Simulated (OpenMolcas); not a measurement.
**What dynamic correlation does to the levels of Cd**

```
Program             : OpenMolcas 26.06
Basis               : ANO-RCC-VQZP [8s7p5d3f2g1h]
Scalar Hamiltonian  : DKH2, point nucleus
Active space        : 2 electrons in 4 orbitals (5s 5p)
State averaging     : 2S+1 = 3 even, 3 roots; 2S+1 = 1 even, 6 roots (1 in the spin-orbit step); 2S+1 = 3 odd, 3 roots; 2S+1 = 1 odd, 3 roots
Spin-orbit coupling : state interaction with AMFI integrals over the reference wave functions, term energies averaged over their components
```

Methods on the same reference wave functions:
A. CASSCF
B. SS-CASPT2, IPEA 0.25 Eh, imaginary shift 0.1 Eh (closed shells correlated: 4d)

Energies in cm⁻¹ above 5s² ¹S₀, the measured ground level; measured values from NIST Handbook of Basic Atomic Spectroscopic Data.

| Level | A | B | Measured |
| --- | --- | --- | --- |
| 5s² ¹S₀ | 0.0 | 0.0 | 0.0 |
| 5s 5p ³P°₀ | 24002 | 28340 | 30114 |
| 5s 5p ³P°₁ | 24458 | 28794 | 30656 |
| 5s 5p ³P°₂ | 25393 | 29732 | 31827 |
| 5s 5p ¹P°₁ | 43317 | 43255 | 43692 |

Deviations, from unrounded energies. A percentage is the sum of absolute deviations over the sum of measured energies, with the sign that they share, or ± where signs differ.

```
           Against measurement  Levels      A     B
mean absolute deviation (cm-1)       4   4800  1500
      other configurations (%)       4  -14.0  -4.5
```

B lies closest to measurement on these levels. The largest miss of B in the table is 5s 5p ³P°₂, by -2100 cm-1. The ranking rests on the paired levels alone, and a cruder setting can come out closer through cancelling errors.

The lowest spin-free term lies below A's lowest term by 0.375 hartree in B.

Some high roots are left out of the spin-orbit mixing, which shifts the levels that they would mix with. Without dynamic correlation excited terms often stand tens of per cent too high (terms of higher spin than the ground term too low), and those without a measured partner can miss by more than the paired ones (holds for A). Measured partners are found by configuration, term and J. A level has none where our copy of the source lacks it or the pairing is in doubt (some pairs that miss far off the trend of their configuration count as doubtful), and it then counts in no deviation. Levels of configurations outside the active space are missing. The table leaves out levels that lie high or whose names do not pair safely across all columns.

° marks odd parity.
